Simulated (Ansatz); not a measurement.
C2H6ClNSi (`N=C([SiH3])CCl`), relaxed with RKS PBE-D4/def2-SVP in the Gaussian-basis code of Ansatz from a rough embedded geometry. The force threshold is 0.03 eV/Å; the program also tests the step.

Charge 0, multiplicity 1.

Start:

```xyz
11

N     0.895    1.435   -0.419
C     0.285    0.362   -0.145
Si   -1.539    0.490    0.276
C     0.890   -1.004   -0.011
Cl    2.600   -1.014   -0.520
H     1.933    1.206   -0.688
H    -1.768    1.376    1.526
H    -2.049   -0.833    0.680
H    -2.373    1.056   -0.836
H     0.783   -1.404    0.930
H     0.345   -1.669   -0.794
```

Problem. By how much does the energy fall, and how many steps does the optimiser take? (Estimate.)

Solution. The calculation gave: 0.36 eV, in 6 steps.

Problem. Which bonds change most? (Estimate.)

Solution. Computed: C4–H10 from 1.028 to 1.110 Å; C4–H11 from 1.163 to 1.110 Å; N1–H6 from 1.096 to 1.045 Å; Si3–H7 from 1.549 to 1.500 Å.

Problem. Give the relaxed structure. (Best estimate.)

Solution. Computed: 
```xyz
11

N     0.865    1.452   -0.424
C     0.281    0.353   -0.121
Si   -1.580    0.513    0.327
C     0.910   -1.028   -0.085
Cl    2.655   -1.028   -0.523
H     1.867    1.259   -0.649
H    -1.725    1.447    1.492
H    -2.145   -0.834    0.702
H    -2.331    1.043   -0.860
H     0.817   -1.468    0.930
H     0.385   -1.710   -0.787
```
